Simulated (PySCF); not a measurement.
Successive ionisation energies of molybdenum

Calculated with PySCF 2.14, two-component X2C-1e (Gaussian nucleus, no Breit or QED terms), each ion in its own even-tempered basis; GMP2 freezes the deep shells of the larger ions and drops the highest virtual spinors; eV.

```csv
ion,configuration,GHF (spin-free),GHF (screened spin-orbit),GMP2 (screened spin-orbit),NIST,kind
Mo(37+),[He] 2s2 2p1,5211.9,5295.7,5294.4,5287 ± 4,semi-empirical
Mo(38+),[He] 2s2,5544.4,5544.4,5550.3,5548 ± 5,semi-empirical
Mo(39+),[He] 2s1,5716.7,5716.7,5716.9,5713.2,theoretical
Mo(40+),1s2,23841.0,23841.0,23842.4,23810.7,theoretical
Mo(41+),1s1,24591.5,24591.5,24591.5,24572.2,theoretical
```

(1) Where is the largest relative jump?

Results:

(1) From Mo(39+) to Mo(40+): 5716.9 to 23842.4 eV, where the electron removed from 1s2 comes from a deeper shell or subshell.
